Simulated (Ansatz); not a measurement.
Species: diethyl(difluoro)germane, C₄H₁₀F₂Ge, net charge 0, singlet state. SMILES: [F][Ge]([F])([CH2]C)[CH2]C
Coordinates optimised at B3LYP-D3(BJ)/def2-TZVP (Ansatz, an electronic-structure program):
```
Ge
F 1 1.7518
F 1 1.7518 2 103.92
C 1 1.9490 2 107.52 3 114.15
H 4 1.0912 1 106.52 2 -56.12
H 4 1.0920 5 107.00 1 114.73
C 4 1.5311 5 111.37 6 121.91
H 7 1.0910 4 111.36 5 60.39
H 7 1.0915 8 107.67 4 121.74
H 7 1.0922 8 107.68 9 115.47
C 1 1.9490 2 107.83 3 -113.93
H 11 1.0912 1 106.52 2 55.38
H 11 1.0920 12 107.00 1 114.73
C 11 1.5311 12 111.37 13 121.91
H 14 1.0910 11 111.36 12 60.39
H 14 1.0915 15 107.67 11 121.74
H 14 1.0922 15 107.68 16 115.47
```
Charge 0, spin multiplicity 1.

Wanted: atomisation energy (electronic, to ground-state atoms), in kJ/mol. Correlated levels leave the core frozen unless marked. UHF or UKS for open shells. Spin-orbit coupling is left out. Frozen are the shells of the preceding noble gas and the d and f shells that filled before the atom's block. No relativistic terms. The coupled-cluster limit lacks core correlation, which all-electron functionals hold. CBS marks a two-point X^-3 extrapolation of the correlation energy; Hartree-Fock from the larger set. [CCSD(T)-MP2]/basis is that difference in the basis named.

| level | program | atomisation energy (kJ/mol) | minus last row |
|---|---|---|---|
| HF/aug-cc-pVTZ | Ansatz | 4943.0 | -1667.8 |
| HF/cc-pVTZ | Ansatz | 4935.8 | -1675.0 |
| BLYP/def2-TZVPD | Ansatz | 6465.0 | -145.8 |
| revPBE-D3(BJ)/def2-TZVPD | Ansatz + dftd3 | 6514.3 | -96.5 |
| B97M-V/def2-TZVPD | Ansatz | 6587.5 | -23.3 |
| B3LYP-D4/def2-TZVPD | Ansatz + dftd4 | 6564.9 | -45.9 |
| B3LYP/def2-TZVPD | Ansatz | 6508.6 | -102.2 |
| PBE0/6-31G* | Ansatz | 6574.5 | -36.3 |
| PBE0/def2-SVP | Ansatz | 6602.6 | -8.2 |
| PBE-QIDH/def2-TZVPD | Ansatz | 6544.5 | -66.3 |
| RI-MP2/CBS(aug-cc-pVTZ,aug-cc-pVQZ) | Ansatz | 6707.3 | 96.5 |
| SCS-MP2/STO-3G | Ansatz | 6626.8 | 16.0 |
| SCS-MP2/aug-cc-pVTZ | Ansatz | 6548.9 | -61.9 |
| CCSD(T)/STO-3G | Ansatz | 6689.6 | 78.8 |
| RI-MP2/CBS(aug-cc-pVTZ,aug-cc-pVQZ)+[CCSD(T)-MP2]/aug-cc-pVTZ | Ansatz | 6610.8 | 0.0 |
